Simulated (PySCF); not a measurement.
# Vibration and rotation of PdS

ROHF-CCSD(T) constants of PdS, ³Σ⁻ (triplet), unpaired electrons π ↑↑ (PySCF, scalar-relativistic core potentials, basis sets Pd def2-TZVPP with ECP28, S def2-TZVPP; masses 105.9035 and 31.9721 u):

```
ωe                  : 439.2 cm⁻¹
ωexe                : 1.96 cm⁻¹
Be                  : 0.1556 cm⁻¹
αe                  : 0.000869 cm⁻¹
D (centrifugal)     : 7.81e-08 cm⁻¹
De to Pd (4d10) + S : 2.65 eV
```

(1) Give the vibrational terms G(v) and spacings up to v = 3.

(2) How well does the Morse estimate ωe²/(4ωexe) reproduce De, and what is D0?

Correlated steps freeze 5 core orbitals. Spin–orbit coupling is left out, which matters for elements this heavy, above all for dissociation energies. The CCSD T1 diagnostic is raised, a sign that a single reference may not be enough here. With d or f electrons several states lie close, and the lowest PBE0 determinant need not be the measured ground state.

Results:

(1) G(v) = ωe(v+½) − ωexe(v+½)².

| v | G(v) (cm⁻¹) | G(v) − G(v−1) | Bv (cm⁻¹) |
| --- | --- | --- | --- |
| 0 | 219 |  | 0.1552 |
| 1 | 654 | 435 | 0.1543 |
| 2 | 1086 | 431 | 0.1534 |
| 3 | 1513 | 427 | 0.1526 |

(2) It gives 3.05 eV, 115 % of the computed De. D0 = De − G(0) = 2.65 − 0.03 = 2.62 eV.
